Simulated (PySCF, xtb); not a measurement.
C6H4N2, SMILES N#Cc1cccnc1.

Harmonic wavenumbers (cm⁻¹) from GFN2-xTB (xtb 6.7.1) at its own minimum, in rising order: 128, 147, 311, 364, 454, 531, 547, 604, 680, 784, 788, 896, 919, 926, 1005, 1090, 1135, 1193, 1233, 1259, 1272, 1395, 1440, 1552, 1566, 2375, 3067, 3068, 3082, 3102.

**Question.** What does PySCF with PBE-D3(BJ)/def2-SVP give at its own minimum? (The exact figures need the calculation; the answer reports its results.)

**Answer.** 141, 157, 342, 397, 466, 544, 571, 617, 703, 776, 804, 918, 947, 981, 1002, 1041, 1103, 1190, 1210, 1296, 1330, 1411, 1461, 1564, 1603, 2273, 3087, 3095, 3132, 3146. Paired by order, the mean absolute difference is 28 cm⁻¹ and the zero-point energies are 52.8 and 53.3 kcal/mol.
